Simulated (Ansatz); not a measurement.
`C=C(N)CO` + `OBS` → `C=C(N)SBO` + CH₃OH  (substitution at a C–C bond)

Computed with Ansatz on PBE0-D4/def2-TZVP structures; ΔE is electronic, products minus reactants. CCSD(T)/CBS is the MP2 limit (def2-TZVPP, def2-QZVPP) plus CCSD(T) − MP2 in def2-TZVPP, frozen cores. This one scheme is used for every species. One conformer a species, not always the lowest.

```csv
species,CCSD(T)/def2-TZVPP energy (Eh)
`C=C(N)CO`,-248.08888
`OBS`,-499.53067
`C=C(N)SBO`,-632.06169
CH₃OH,-115.55534
```

Task: Work out ΔE.

Result: ΔE = (-632.06169) + (-115.55534) − (-248.08888) − (-499.53067) = 0.00252 Eh = +6.6 kJ/mol. CCSD(T)/CBS gives +5.1 kJ/mol.

Largest T1 diagnostic among the species: 0.013.

In def2-TZVPP, CCSD(T) changes the Hartree–Fock value by −18.3 kJ/mol (the triples alone add −4.8 kJ/mol) and MP2 by −22.7 kJ/mol. The D4 term adds −6.5 kJ/mol with B3LYP and −3.5 kJ/mol with PBE0; it sums over pairs of atoms, weighted by their polarisabilities, and B3LYP, whose exchange is more repulsive, gets the larger term.

B3LYP here is the variant with VWN-RPA as its local correlation; programs differ in this.
